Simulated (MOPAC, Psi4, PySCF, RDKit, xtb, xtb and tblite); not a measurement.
Two geometries of C₂H₇BOSi, SMILES B[SiH2]CC=O, relaxed at GFN2-xTB with one dihedral held; other torsions can differ between them too.

Structure A

```
12

B      1.5191    -0.3331    -0.4397
Si     0.4455    -0.1211     1.1921
C     -1.0823     0.6382     0.2093
C     -0.8790    -0.0507    -1.0468
O     -1.5752    -0.8134    -1.6475
H      2.1938     0.5499    -0.8277
H      1.7569    -1.3972    -0.8756
H      0.7070     0.8833     2.2357
H     -0.1169    -1.2701     1.9185
H     -2.0858     0.5089     0.6041
H     -0.8498     1.6955     0.1225
H      0.2144     0.1036    -1.4017
```

Structure B

```
12

B      1.8023    -0.4907    -0.2302
Si     0.4252    -0.1567     1.1197
C     -1.0789     0.6429     0.1703
C     -1.4977    -0.3420    -0.8309
O     -2.3669    -1.1650    -0.7046
H      2.2943     0.3907    -0.8229
H      2.1552    -1.5700    -0.5092
H      0.7348     0.8639     2.1399
H     -0.1449    -1.2855     1.8689
H     -1.8773     0.8476     0.8789
H     -0.7402     1.5647    -0.2942
H     -0.8749    -0.3211    -1.7556
```

Q: Which is lower in energy at the level DF-MP2 (frozen core)/cc-pVTZ // GFN2-xTB (Psi4), and by how much?

A: B is lower, by 4.75 kcal/mol (dihedral B1–Si2–C3–C4: 30° in A, 60° in B).

E(B) − E(A) in kcal/mol at the other levels, on the same two geometries: GFN2-xTB (xtb and tblite) 0.47; PBE/def2-TZVP // GFN2-xTB (Psi4) 1.00; PBE-D3(BJ)/def2-TZVP // GFN2-xTB (Psi4) 1.39; wB97X-D/def2-TZVP // GFN2-xTB (Psi4) -5.40; HF/cc-pVTZ // GFN2-xTB (Psi4) -15.24; UFF // GFN2-xTB (RDKit) -519.53; PM7, restricted, heats of formation // GFN2-xTB (MOPAC) -14.70; PM6, restricted, heats of formation // GFN2-xTB (MOPAC) -6.22; GFN1-xTB // GFN2-xTB (xtb) -3.21; restricted B3LYP/6-31G*, spherical d // GFN2-xTB (PySCF) -5.48; restricted BP86/6-31G*, spherical d // GFN2-xTB (PySCF) -0.30; restricted M06-2X/6-31G*, spherical d // GFN2-xTB (PySCF) -6.39; restricted MP2 (frozen core)/6-31G*, spherical d // GFN2-xTB (PySCF) -7.30.
